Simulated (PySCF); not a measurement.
Compound: C₄H₅BS₂.
Numbering: `[CH:1]#[C:2][B:3]1[S:4][CH2:5][CH2:6][S:7]1` (hydrogens: H8 on C1; H9, H10 on C5; H11, H12 on C6)

Structure used (PBE0-D3(BJ)/def2-SVP), in Å, numbered top down from 1:
```
atom  x, y, z in Å
C1     3.5564    0.8550    0.9960
C2     2.4151    0.5851    0.6690
B3     0.9960    0.2430    0.2573
S4    -0.4156    1.2617    0.7111
C5    -1.6647    0.0467    0.1534
C6    -1.1316   -0.7204   -1.0366
S7     0.6027   -1.2131   -0.7230
H8     4.5643    1.0926    1.2847
H9    -1.8749   -0.6281    0.9979
H10   -2.5888    0.5886   -0.0964
H11   -1.7217   -1.6287   -1.2288
H12   -1.1433   -0.0993   -1.9459
```

Linear response at wB97X-D/def2-SVPD (PySCF, frozen core in the response, non-relativistic).

Static isotropic polarisability: 99.25 au (14.71 Å³), principal values 68.6, 96.0, 133.1 au.

What is the polarisability at 1064 nm and at the sodium D line?

100.49 au at 1064 nm (+1.2 %), 103.55 au at 589.3 nm (+4.3 %). The rise at 589.3 nm is 3.46 times that at 1064 nm; a pure ω² law gives 3.26. The lowest singlet lies at 254 nm, shorter than both wavelengths.

What is the isotropic C6 coefficient between two such molecules, C6 = (3/π)∫α(iω)² dω?

3470 au (Eh·bohr⁶) by a ten-point quadrature over imaginary frequencies, which is 2070 eV·Å⁶ or 200 J·nm⁶/mol.

Which effective excitation energy ω̄ makes London's formula C6 = (3/4)α²ω̄ exact here?

ω̄ = 4·C6/(3α²) = 0.470 Eh = 12.8 eV. A one-pole form α(ω) = α/(1 − ω²/ω̄²) fitted to the 1064 nm value gives 10.5 eV.

The lowest 6 singlets have (eV, f): 4.88, 0.090; 4.91, 0.001; 5.45, 0.135; 5.80, 0.000; 6.25, 0.000; 6.48, 0.006. What share of the static polarisability do they carry in the sum over states α = Σ f/ω²?

6.35 au, 6.4 % of α; the largest term, 3.37 au, is that of the state at 5.45 eV. Their oscillator strengths add up to 0.23. Higher states carry the rest.

What n − 1 at the D line would an ideal gas of it have at 273.15 K and 1 atm (2.6868 × 10¹⁹ cm⁻³), by n − 1 = 2π·N·α′?

25.90 × 10⁻⁴, a formal value whether or not that pressure can be reached.

How anisotropic is the static polarisability, by Δα² = ½[(α1 − α2)² + (α2 − α3)² + (α3 − α1)²]?

Δα = 56.0 au, or 0.56 of the isotropic value.

What molar refraction at the D line follows from R = (4π/3)·N_A·α′, with α′ the polarisability volume?

α′ = 15.34 Å³ gives R = 38.71 cm³/mol, for isolated, non-vibrating species.

What three-body coefficient follows from the one-pole estimate C9 = (3/4)·α·C6?

258000 au. This is an estimate from the two numbers above, not a computed integral.

One conformer stands for the species.

The pairwise dispersion term of wB97X-D wasn't added to the energies; at a given geometry it leaves orbitals and properties as they are.
